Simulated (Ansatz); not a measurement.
The cluster Si8H8⁺. Charge 1, multiplicity 2. Geometry PBE-D4/def2-SVP, basis def2-TZVP, Ansatz.

```xyz
16

Si    1.850   -0.512   -0.394
Si   -1.386   -1.242   -0.588
Si    1.447    1.683    0.429
Si   -0.570    2.591   -0.249
Si   -2.081    0.891    0.207
Si   -0.358    0.978    1.904
Si    0.362   -1.001   -2.182
Si    0.221   -1.270    1.179
H     2.486    2.656    0.906
H     0.706   -2.373   -2.696
H    -0.563    1.644    3.234
H    -2.525   -2.206   -0.769
H    -3.488    1.337    0.475
H     3.308   -0.876   -0.427
H     0.388   -2.300    2.259
H     0.203   -0.001   -3.288
```

```json
{"run": "A", "HOMO (eV)": "-9.22", "LUMO (eV)": "-8.48"}
{"run": "B", "HOMO (eV)": "-9.77", "LUMO (eV)": "-8.44"}
{"run": "C", "HOMO (eV)": "-10.42", "LUMO (eV)": "-7.91"}
{"run": "D", "HOMO (eV)": "-12.61", "LUMO (eV)": "-5.90"}
{"run": "E", "HOMO (eV)": "-9.48", "LUMO (eV)": "-8.63"}
```

LC-ωPBE has ω = 0.4 bohr⁻¹. The structure comes from a short search, and lower isomers may exist.

HOMO and LUMO are taken over both spins.

Task: The runs used BLYP, LC-ωPBE, PBE, PBE0, r2SCAN. Estimate which is which.

Result: A BLYP (0 % exact exchange); B r2SCAN (0 % exact exchange); C PBE0 (25 % exact exchange); D LC-ωPBE (range-separated); E PBE (0 % exact exchange). Exact exchange lowers occupied and raises empty levels; among semilocal functionals meta-GGAs tend to open the gap a little, and such runs are hard to tell apart. The gap grows from 0.74 eV (BLYP) to 6.70 eV (LC-ωPBE).
